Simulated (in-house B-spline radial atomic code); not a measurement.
Results of a calculation; reference values are marked as such.
## Ga in an electron gas of r_s = 2.4: phase shifts, screening, friction and resistivity

A nucleus sits in a uniform electron gas with a rigid positive background. The Kohn-Sham equations are solved self-consistently in the spin-unpolarised LDA (PW92), non-relativistic, on B-splines with outgoing waves at the boundary and partial waves to l = 8. The model has no lattice, no bands and no magnetic solution. Atomic units; δ_l are the phase shifts at the Fermi level, counted so that each bound state adds π, and good to about 0.0005.

The density parameter is r_s = 2.4 bohr, near that of the valence electrons of In (3 per atom, density 7.31 g/cm³, mass 114.82 u, which gives r_s = 2.41).

```tsv
l	δ_l (rad)
0	10.1935
1	7.2860
2	3.2769
3	0.0301
4	0.0047
5	0.0007
6	0.0002
7	0.0001
8	0.0001
```

Bound levels below the band bottom (hartree): p -39.7, s -4.865, p -3.208, d -0.363, s -0.0492 and deeper ones.

Question: Check the Friedel sum rule, and say where the screening charge sits.

Answer: k_F = (9π/4)^(1/3)/r_s = 0.79965. The rule is Z = (2/π) Σ (2l + 1) δ_l. The terms are s 6.489, p 13.915, d 10.431, f 0.134 and 0.036 beyond, in all 31.005 against Z = 31. Bound states hold 8 s, 12 p, 10 d electrons, so the scattering states carry 1.00 in all; where a term is smaller than its bound count, the bound level has drawn weight out of the band.

Question: Find the transport cross section and the electronic stopping of a 5 keV Ga ion (mass 69.72 u).

Answer: σ_tr = (4π/k_F²) Σ (l + 1) sin²(δ_l − δ_(l+1)). The terms for l = 0 to 3 are 0.0538, 1.1635, 0.0331, 0.0026, all together 1.2530, so σ_tr = 19.652 × 1.2530 = 24.625 bohr². With n = 3/(4π r_s³) = 0.01727, the friction coefficient is Q = n k_F σ_tr = 0.3401. For v well below v_F = 0.800, dE/dx = Q v; with 24801 eV per u at v = 1, v = √(5000/(24801 × 69.72)) = 0.0538, so dE/dx = 0.01829 hartree/bohr = 9.4 eV/nm. The largest term couples the p and d waves.

Question: What residual resistivity would 1 atomic per cent of such centres give in In?

Answer: Δρ = k_F n_i σ_tr/n in atomic units of 21.74 μΩ·cm. With one host atom per 3 electrons, n_i/n = 0.01/3, so Δρ = 0.7996 × 0.00333 × 24.625 × 21.74 = 1.43 μΩ·cm. This is an atom added to the gas, as on an interstitial site.

Question: On a substitutional site the background of one host ion, a sphere holding 3 charges, is taken out. The phase shifts for l = 0 to 4 become 9.8667, 6.4902, 3.0050, -0.0406, -0.0086. What follows?

Answer: The Friedel sum is now 28.00, for Z − 3 = 28. The sum in σ_tr is 0.3131, so σ_tr = 6.15 bohr² and Δρ = 0.36 μΩ·cm per atomic per cent, 0.25 times the value above. A real host ion scatters too, so this model doesn't give zero even for the host's own atom.
